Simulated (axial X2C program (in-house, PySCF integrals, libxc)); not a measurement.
# Bond lengths and stretching modes, held linear, of NSnO

Computed with an in-house all-electron X2C program for linear molecules (integrals from PySCF): two-component X2C with atomic mean-field Coulomb and Gaunt terms, Gaussian nuclei, basis N dyall-av3z, Sn dyall-v3z, O dyall-av3z with contracted cores. Spin-free rows use the one-electron spin-free X2C Hamiltonian.

Masses N 14.003, Sn 119.902, O 15.995 u. States: 2c Ω = 3/2 (beyond evenly filled blocks: ω = 3/2); spin-free M_S = 1/2, Λ = 1 (beyond evenly filled blocks: π+α, π+β, π-α).

PBE0, spin-free: energies above the lowest point

```csv
r(N–Sn) (Å),r(Sn–O) (Å),E (meV)
1.8817,1.7706,59.71
1.8817,1.8160,24.42
1.8817,1.8614,65.43
1.9300,1.7706,36.10
1.9300,1.8160,0.00
1.9300,1.8614,40.38
1.9300,1.9068,140.01
1.9782,1.7706,64.66
1.9782,1.8160,27.52
1.9782,1.8614,66.96
2.0265,1.8160,94.97
2.0265,1.9068,230.61
```

Task: Fit a quadratic surface with cubic terms in each bond: where is the minimum, and what are the two stretching wavenumbers?

Result: At PBE0, spin-free: bonds 1.927 and 1.813 Å; harmonic stretches 685.3 and 864.6 cm⁻¹; force constants 3.63, 6.02 and coupling -0.07 mdyn/Å.

The other levels and Hamiltonians give:

```tsv
Hamiltonian	level	r(N–Sn) (Å)	r(Sn–O) (Å)	lower stretch (cm⁻¹)	upper stretch (cm⁻¹)
2c	PBE0	1.927	1.814	685.3	864.8
2c	LDA	1.905	1.823	693.4	821.8
spin-free	LDA	1.905	1.823	694.2	820.5
```

Each state is one determinant, the lowest of a limited PBE0 search; the stretches come from a fit to these few points and carry an uncertainty of a few per cent. Other orders of the atoms were not compared. Left out for rough or failed fits: HF 2c, MP2 2c, HF spin-free, MP2 spin-free. The molecule was held linear; bending was not examined, so a bent shape may lie lower. Note: functional without a current term on a determinant with orbital currents, of the molecule or an atom.
